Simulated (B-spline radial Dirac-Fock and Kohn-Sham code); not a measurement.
Z = 17 (chlorine), transition energy 13.8 keV. Level of theory: a Dirac-Hartree-Slater potential of the neutral atom with a Latter tail (no hole, which puts coefficients of high multipoles low close above an edge), finite nucleus with surface currents; a B-spline atomic structure program. Subshells that would emit electrons below 1 keV are left out.

Question: A pure transition shows α(K) = 312000, L1/L2 = 5.35 and L1/L3 = 0.881. What is its multipolarity?
A. M1
B. M3
C. E4
D. E1
E. E2
F. M2
G. M4
H. E3

Answer: G. For comparison, α(K), L1/L2, L1/L3 are E1 6.31, 18.2, 9.52; E2 369, 3.06, 1.64; E3 17700, 0.665, 0.361; E4 823000, 0.206, 0.112; M1 1.56, 23.0, 49.2; M2 103, 12.3, 7.33; M3 5730, 7.66, 1.92.

Values without a named source are computed, but for edge energies of neutral atoms, which are taken from tables.
